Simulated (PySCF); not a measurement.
A side-by-side comparison of computed properties.

First species: C₅H₁₁OP.
InChI=1S/C5H11OP/c1-4(2)5-3-7(5)6/h4-5,7H,3H2,1-2H3/t5-/m0/s1

Second species: C5H6NO2S (charge +1).
SMILES: `C[n+]1cscc1OC=O`

Levels: B3LYP/def2-SVPD for HOMO energy, LUMO energy, HOMO–LUMO gap, static isotropic polarisability and electronic spatial extent ⟨r²⟩ about the centre of nuclear charge; TDDFT B3LYP/def2-SVPD for lowest singlet excitation; TDA B3LYP/def2-SVPD for lowest triplet excitation (Tamm–Dancoff); GFN2-xTB for rotational constant A and rotational constant C. Geometries: GFN2-xTB. Each structure is a single optimised conformer of the isolated species, non-relativistic unless stated; the electronic structure was computed with PySCF and density fitting.

Dipoles, sizes and rotational constants follow the conformer. The torsions of the flexible species, by atom-mapped SMILES:
- `[CH3:1][CH:2]([CH3:3])[C@@H:4]1[CH2:5][P@@H:6]1=[O:7]`: C1–C2–C4–C5 157°
- `[CH3:1][n+:2]1[cH:3][s:4][cH:5][c:6]1[O:7][CH:8]=[O:9]`: C5–C6–O7–C8 0°, C6–O7–C8–O9 0°

Task: Which has the higher rotational constant A?

Result: The first: 3.657 GHz against 2.293 GHz, a difference of 1.364 GHz.

Task: Which has the higher LUMO energy?

Result: The first: 0.15 eV against -6.81 eV, a difference of 6.96 eV.

Task: Which of the two has the higher S1 energy, and by how much?

Result: The first: 5.93 eV against 4.97 eV, a difference of 0.96 eV.

Task: Which of the two has the higher HOMO energy, and by how much?

Result: The first: -6.94 eV against -12.22 eV, a difference of 5.28 eV.

Task: Which has the higher HOMO–LUMO gap?

Result: The first: 7.09 eV against 5.41 eV, a difference of 1.68 eV.

Task: Which of the two has the higher ⟨r²⟩, and by how much?

Result: The second: 1343 bohr² against 1037 bohr², a difference of 306 bohr².

Task: Which has the higher rotational constant C?

Result: The first: 1.242 GHz against 0.789 GHz, a difference of 0.453 GHz.

Task: Which has the higher static isotropic polarisability?

Result: The first: 85.0 au against 83.2 au, a difference of 1.8 au.

On the first: S1 lies 1.16 eV below the HOMO–LUMO gap; its leading configuration is HOMO→LUMO, weight 0.85. The polarisability is 12.59 Å³ as a volume (1 au = 0.148185 Å³), or 1.33 au for each of the 64 electrons.

On the second: The vertical singlet–triplet gap S1 − T1 is 1.45 eV (TDDFT singlet less Tamm–Dancoff triplet; S1: HOMO→LUMO, weight 0.96; T1: HOMO→LUMO, weight 0.96). S1 lies 0.44 eV below the HOMO–LUMO gap; its leading configuration is HOMO→LUMO, weight 0.96.
